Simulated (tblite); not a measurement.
Compound: C₅HF₂NO (charge -1 and doublet state).
SMILES: `C(/[C]=[N-])(F)=C1\OC=C1F`

All values are computed: GFN2-xTB (tblite) harmonic vibrations without scaling, gas phase. Errors from tens to a few hundred cm⁻¹ against measured bands are possible. Open shells enter through the occupations alone, without spin polarisation, and single modes of such species can be off by tens of per cent.

Harmonic wavenumbers (cm⁻¹): 60.9, 69.3, 90.4, 168.1, 203.4, 279.2, 283.3, 342.5, 391.3, 473.5, 518.6, 543.6, 641.4, 690.8, 976.7, 1008.9, 1019.5, 1162.9, 1212.6, 1309.4, 1534.7, 1673.4, 2260.8, 3190.5.

A = 2457, B = 1346, C = 869.4 MHz; mass 129.003 u (most abundant isotopes); point group Cs, symmetry number 1; spin multiplicity 2.

**Question.** Zero-point energy?

**Answer.** Half the sum of the wavenumbers: 10053 cm⁻¹ = 28.74 kcal/mol.

**Question.** Entropy at 350 K, 1 bar (ideal gas, RRHO, classical rotation)?

**Answer.** Translation 41.30, rotation 29.58, vibration 29.02, spin (R ln 2) 1.38: S = 101.3 cal/(mol K).

**Question.** And Cp and H(350 K) − H(0)?

**Answer.** Cp = 33.84 cal/(mol K), of which vibrations give 25.89 (their classical limit is 24 R = 47.7); H(350 K) − H(0) = 7.93 kcal/mol without the zero-point energy, 5.15 from vibrations.

**Question.** How do the functions run with temperature in this model?

**Answer.** 
```csv
T (K),S (cal/(mol K)),Cp (cal/(mol K)),H − H(0) (kcal/mol),G − H(0) (kcal/mol),ln q(vib)
50,59.5,12.8,0.49,-2.48,0.43
100,69.9,17.6,1.25,-5.74,1.51
298.15,96.1,31.3,6.24,-22.40,6.08
373.15,103.5,34.9,8.73,-29.88,7.68
500,114.4,39.5,13.46,-43.72,10.21
750,131.6,45.3,24.14,-74.56,14.62
1000,145.1,48.6,35.92,-109.22,18.40
```

q(vib) and H(0) count from the zero-point level.

**Question.** Blend soft modes into free rotors: weight 1/[1 + (100 cm⁻¹/ν̃)⁴] for the oscillator and the rest for a rotor with moment μB/(μ + B), μ = h/(8π²ν), B = 10⁻⁴⁴ kg m². What vibrational entropy results?

**Answer.** 26.49 cal/(mol K) in place of 29.02, which changes −T·S at 350 K by +0.88 kcal/mol.

**Question.** What must be added to the electronic energy to get the Gibbs energy at 350 K and 1 bar?

**Answer.** ZPE + [H(350 K) − H(0)] − T·S = 28.74 + 7.93 − 35.45 = 1.22 kcal/mol.

Hindered rotation and anharmonicity are outside this model.
